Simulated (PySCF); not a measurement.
# Fractional electron number in C⁺ (carbon, charge +1)

The 2p alpha orbital of [He] 2s2 2p1 is emptied in steps (occupation f), with all orbitals relaxed, ending at [He] 2s2. Computed with PySCF 2.14 in aug-cc-pVTZ-DK, with the spin-free X2C one-electron Hamiltonian (Gaussian nucleus). The exact energy is a straight line in f; departures are measured from the line between the end points of the same method.

```csv
f,UHF (eV),LDA (eV),PBE (eV),PBE0 (eV),r2SCAN (eV),LC-wPBE (eV),BHandHLYP (eV),wB97X (eV),BLYP (eV),TPSS (eV)
1,0.000,0.000,0.000,0.000,0.000,0.000,0.000,0.000,0.000,0.000
0.8,0.111,-1.121,-1.108,-0.807,-1.014,-0.330,-0.513,-0.369,-1.117,-1.053
0.6,0.162,-1.691,-1.668,-1.211,-1.513,-0.494,-0.767,-0.549,-1.679,-1.578
0.4,0.159,-1.697,-1.670,-1.210,-1.503,-0.489,-0.764,-0.542,-1.678,-1.572
0.2,0.104,-1.133,-1.111,-0.803,-0.994,-0.321,-0.505,-0.353,-1.113,-1.039
0,0.000,0.000,0.000,0.000,0.000,0.000,0.000,0.000,0.000,0.000
```

```tsv
method	E(f=0) − E(f=1) (eV)	−ε at f=1 (eV)	−ε at f=0.4 (eV)
UHF	24.146	24.854	23.997
LDA	24.747	17.792	26.138
PBE	24.828	17.941	26.221
PBE0	24.811	19.780	25.834
r2SCAN	24.980	18.625	26.289
LC-wPBE	24.974	22.913	25.411
BHandHLYP	24.849	21.641	25.510
wB97X	24.640	22.332	25.139
BLYP	24.894	17.946	26.313
TPSS	24.990	18.415	26.348
```

Orbital energy along the path (eV):

```json
{"f": "1", "UHF": "-24.854", "LDA": "-17.792", "PBE": "-17.941", "PBE0": "-19.780", "r2SCAN": "-18.625", "LC-wPBE": "-22.913", "BHandHLYP": "-21.641", "wB97X": "-22.332", "BLYP": "-17.946", "TPSS": "-18.415"}
{"f": "0.8", "UHF": "-24.549", "LDA": "-20.508", "PBE": "-20.648", "PBE0": "-21.778", "r2SCAN": "-21.198", "LC-wPBE": "-23.737", "BHandHLYP": "-22.930", "wB97X": "-23.266", "BLYP": "-20.687", "TPSS": "-21.038"}
{"f": "0.6", "UHF": "-24.264", "LDA": "-23.298", "PBE": "-23.417", "PBE0": "-23.802", "r2SCAN": "-23.765", "LC-wPBE": "-24.576", "BHandHLYP": "-24.224", "wB97X": "-24.209", "BLYP": "-23.487", "TPSS": "-23.694"}
{"f": "0.4", "UHF": "-23.997", "LDA": "-26.138", "PBE": "-26.221", "PBE0": "-25.834", "r2SCAN": "-26.289", "LC-wPBE": "-25.411", "BHandHLYP": "-25.510", "wB97X": "-25.139", "BLYP": "-26.313", "TPSS": "-26.348"}
{"f": "0.2", "UHF": "-23.746", "LDA": "-28.996", "PBE": "-29.018", "PBE0": "-27.847", "r2SCAN": "-28.752", "LC-wPBE": "-26.210", "BHandHLYP": "-26.768", "wB97X": "-26.018", "BLYP": "-29.109", "TPSS": "-28.945"}
{"f": "0", "UHF": "-23.509", "LDA": "-31.816", "PBE": "-31.726", "PBE0": "-29.788", "r2SCAN": "-31.131", "LC-wPBE": "-26.935", "BHandHLYP": "-27.969", "wB97X": "-26.749", "BLYP": "-31.780", "TPSS": "-31.380"}
```

Reference removal energy between the ground levels: 24.383 eV (measured; NIST Atomic Spectra Database, ionization energies). The calculation has no spin-orbit coupling. UHF lacks correlation.
